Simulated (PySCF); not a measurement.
## AlTe⁻ at PBE0

Level: PBE0. Al def2-SVPD, Te def2-SVPD with ECP28; scalar-relativistic core potentials (PySCF 2.14).

| Property | Result |
| --- | --- |
| state | ¹Σ⁺ (singlet), closed shell |
| bond length | 4.657 bohr |
| harmonic wavenumber | 368 cm⁻¹ |
| force constant | 1.78 mdyn/Å |
| rotational constant Be | 0.1243 cm⁻¹ |
| anharmonicity ωexe | 0.985 cm⁻¹ |
| vibration–rotation constant αe | 0.000503 cm⁻¹ |
| well depth De to Al + Te⁻ | 3.74 eV |
| dissociation energy D0 | 3.71 eV |
| HOMO–LUMO gap | 4.00 eV |
| bond order (Mayer) | 1.68 |
| dipole moment (positive dipole points towards Te; it is taken about the centre of mass and depends on that origin) | 2.36 D |

Spin–orbit coupling is left out, which matters for elements this heavy, above all for dissociation energies. For an ion De counts to the pair picked by the measured ionisation energies or electron affinities, which need not be the lowest pair at this level.
